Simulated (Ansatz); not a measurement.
1,3,5-triphenylbenzene (C24H18). The state is a singlet with charge 0. Geometry PBE-D4/def2-SVP, basis def2-TZVP, Ansatz.

```xyz
42

C     0.983    2.907    4.851
C     1.058    1.505    4.841
C     0.817    0.794    3.658
C     0.492    1.467    2.459
C     0.234    0.712    1.206
C    -0.745    1.148    0.290
C    -0.989    0.454   -0.912
C    -2.038    0.917   -1.856
C    -3.245    1.481   -1.383
C    -4.234    1.918   -2.275
C    -4.038    1.804   -3.660
C    -2.843    1.247   -4.145
C    -1.856    0.808   -3.253
C    -0.230   -0.701   -1.189
C     0.756   -1.165   -0.295
C     1.546   -2.384   -0.603
C     1.926   -3.281    0.421
C     2.672   -4.432    0.130
C     3.055   -4.711   -1.191
C     2.686   -3.829   -2.218
C     1.940   -2.679   -1.927
C     0.974   -0.448    0.899
C     0.418    2.878    2.485
C     0.662    3.590    3.667
H     1.173    3.466    5.780
H     1.299    0.960    5.766
H     0.853   -0.306    3.666
H    -1.330    2.051    0.518
H    -3.420    1.550   -0.299
H    -5.171    2.343   -1.884
H    -4.814    2.148   -4.360
H    -2.675    1.162   -5.229
H    -0.912    0.398   -3.644
H    -0.447   -1.281   -2.098
H     1.607   -3.086    1.456
H     2.948   -5.122    0.942
H     3.641   -5.614   -1.419
H     2.990   -4.034   -3.257
H     1.678   -1.980   -2.736
H     1.776   -0.769    1.579
H     0.194    3.425    1.556
H     0.610    4.690    3.662
```

| run | HOMO (eV) | LUMO (eV) |
| --- | --- | --- |
| A | -6.46 | -1.23 |
| B | -5.60 | -2.02 |
| C | -5.74 | -1.90 |
| D | -8.40 | 0.64 |
| E | -6.24 | -1.37 |

B3LYP takes the VWN-RPA correlation. Single mean-field runs in def2-TZVP are fitted with def2-universal-jkfit.

Problem. The runs used B3LYP, PBE, PBE0, r2SCAN, ωB97M-V. Estimate which is which.

Solution. A PBE0 (25 % exact exchange); B PBE (0 % exact exchange); C r2SCAN (0 % exact exchange); D ωB97M-V (range-separated); E B3LYP (20 % exact exchange). Exact exchange lowers occupied and raises empty levels; among semilocal functionals meta-GGAs tend to open the gap a little, and such runs are hard to tell apart. The gap grows from 3.58 eV (PBE) to 9.04 eV (ωB97M-V).
